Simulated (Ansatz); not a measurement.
Total energies of Au(CO)H (CHAuO) from Ansatz at PBE-D4/def2-TZVPD, gas phase (1 Eh = 27.2114 eV = 2625.5 kJ/mol). The reference geometry is relaxed at PBE0-D4/def2-TZVP.

| atom | x (Å) | y (Å) | z (Å) |
| --- | --- | --- | --- |
| Au1 | -0.8533 | -0.1212 | -0.0253 |
| C2 | 1.0914 | 0.1559 | 0.0325 |
| O3 | 2.2048 | 0.3149 | 0.0658 |
| H4 | -2.4429 | -0.3496 | -0.0730 |

| state | geometry | energy (Eh) |
| --- | --- | --- |
| charge 0 singlet | reference | -249.65267 |
| charge -1 doublet | reference | -249.65797 |
| free Au atom (doublet) | – | -135.74601 |
| free C atom (triplet) | – | -37.79605 |
| free O atom (triplet) | – | -75.01069 |
| free H atom (doublet) | – | -0.49962 |

In the def2 sets Au takes a core potential; there is no spin–orbit coupling.

Task: Work out the vertical electron affinity, to the doublet.

Result: E(charge 0 singlet) − E(charge -1 doublet) = -249.65267 − (-249.65797) = 0.00530 Eh = 0.14 eV.

Task: What is the binding energy per atom against free atoms?

Result: Atoms: 1 × (-135.74601) + 1 × (-37.79605) + 1 × (-75.01069) + 1 × (-0.49962) = -249.05237 Eh. Binding: -249.05237 − (-249.65267) = 0.60030 Eh = 16.34 eV, or 4.08 eV for each of 4 atoms (no zero-point energy, no counterpoise term).

At PBE-D4/def2-TZVPD the highest occupied level of the charge -1 doublet lies above zero (up to 2.51 eV). Energy differences disagree on whether the electron is bound (positive means bound): 0.14 eV (vertical, to the charge 0 singlet, at PBE-D4/def2-TZVPD), but -0.19 eV at CCSD/def2-TZVPD. At PBE-D4/def2-TZVPD the gap within one spin of the charge -1 doublet nearly closes, so an electron or hole may be smeared out by delocalisation error.
